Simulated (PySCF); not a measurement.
Cl₂Si (SMILES Cl[Si]Cl), singlet, at a GFN2-xTB geometry.

The PySCF input:
```python
from pyscf import gto, scf, ci

mol = gto.M(
    atom='''
Si    0.051662   -0.039928    0.921536
Cl    1.004528    1.223868   -0.384648
Cl   -1.047073   -1.190987   -0.374264
''',
    basis='aug-cc-pvdz',
    charge=0,
    spin=0,
    verbose=4,
    max_memory=1800,
)

mf = scf.RHF(mol)
mf.kernel()

myci = ci.CISD(mf, frozen=15)
myci.kernel()
print('E(CISD) = %.10f' % myci.e_tot)
```

Q: What is the computed total energy (CISD/aug-cc-pVDZ (PySCF))?

A: -1208.3661 Eh

Q: Give the SCF-reference dipole moment at the level CISD/aug-cc-pVDZ.

A: 0.90 D
